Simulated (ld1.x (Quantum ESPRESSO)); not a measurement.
Cl (Z = 17): excitation energies, all-electron against PAW

Cl (Z = 17), PAW, made with ld1.x (Quantum ESPRESSO) 7.5 (LDA (PZ), scalar-relativistic). Core [Ne], reference 3s2 3p5. Waves: 3s (bound): rcut 1.20, rcutus 1.45 bohr; 3s channel at 3.4 Ry: rcut 1.20, rcutus 1.45 bohr; 3p (bound): rcut 1.20, rcutus 1.45 bohr; 3p channel at -0.2 Ry: rcut 1.20, rcutus 1.45 bohr; 3d channel at 0.15 Ry: rc 1.60 bohr. Local part: the d channel. Core correction: Bessel-smoothed model core, default radius (core density twice the valence density). Augmentation charge: PSQ, radius 1.05 bohr.

Energies are relative to the spin-unpolarised reference configuration 3s2 3p5; without spin polarisation the order of configurations can differ from experiment. Spin-polarised rows fill each open shell by Hund’s rule, majority spin first.

| valence configuration | charge | ΔE all-electron (eV) | error AE − PS (meV) |
| --- | --- | --- | --- |
| 3s2 3p3 | +2 | 39.500 | -9.1 |
| 3s2 3p2 | +3 | 77.895 | -32 |
| 3s1 3p5 | +1 | 26.566 | -2.4 |
| 3s2 3p5.3 | -0.3 | -2.172 | +0.2 |
| 3s2 3p1 | +4 | 130.265 | -93 |
| 3s1 3p6 | 0 | 12.048 | -0.4 |
| 3s2 3p4 (spin-polarised) | +1 | 13.092 | -2.7 |

Q: What are ΔE and the potential's error for 3s2 3p4?

A: ΔE = 13.972 eV all-electron; the error (AE − PS) is -1.9 meV.

Q: What are ΔE and the potential's error for 3s2 3p5 (spin-polarised)?

A: ΔE = -0.186 eV all-electron; the error (AE − PS) is -0.1 meV.

Levels in the configuration 3s1 3p6:

```csv
level,all-electron (eV),pseudo (eV)
3s,-21.346,-21.346
3p,-9.239,-9.239
```
